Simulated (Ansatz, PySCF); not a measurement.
Lewis adduct: AlH3 (SMILES [AlH3]) (first 4 atoms) with C2H6O (SMILES COC); geometry from B3LYP-D3(BJ)/def2-TZVP, rigid monomers moved along the line of their centres of mass till Al1···O6 is 3.57 Å.
(charge 0, multiplicity 1):
```xyz
13

Al     0.075    -0.212     0.652
H     -1.445    -0.380     0.199
H      0.737     1.210     0.363
H      1.015    -1.500     0.627
C      0.219    -0.874     5.149
O     -0.358     0.019     4.189
C     -1.160     1.061     4.757
H     -0.575    -1.366     5.715
H      0.870    -0.314     5.824
H      0.794    -1.606     4.591
H     -1.993     0.624     5.310
H     -1.536     1.663     3.935
H     -0.547     1.676     5.418
```

Interaction energies are E(AB) − E(A) − E(B) at the monomers' geometry in the complex; basis-set methods are counterpoise corrected.

Correlated levels freeze the cores.

Programs: Ansatz (Gaussian orbitals); PySCF for the dispersion terms. 

PBE/def2-TZVPPD gives -19.0 kJ/mol for the interaction energy.

**Question.** How do the other levels lie against it? Give each less PBE: PBE-D3(BJ)/def2-TZVPPD, r2SCAN/def2-TZVPPD, PBE0/def2-TZVPPD, wB97M-V/def2-TZVPPD, MP2/aug-cc-pV(D+d)Z, CCSD(T)/aug-cc-pV(D+d)Z.

**Answer.** PBE-D3(BJ)/def2-TZVPPD -2.7; r2SCAN/def2-TZVPPD -1.6; PBE0/def2-TZVPPD -0.5; wB97M-V/def2-TZVPPD -3.2; MP2/aug-cc-pV(D+d)Z -3.1; CCSD(T)/aug-cc-pV(D+d)Z -2.6 kJ/mol. 0 of 6 lie above PBE; the widest gap is to wB97M-V/def2-TZVPPD.

Ansatz is an electronic-structure program.
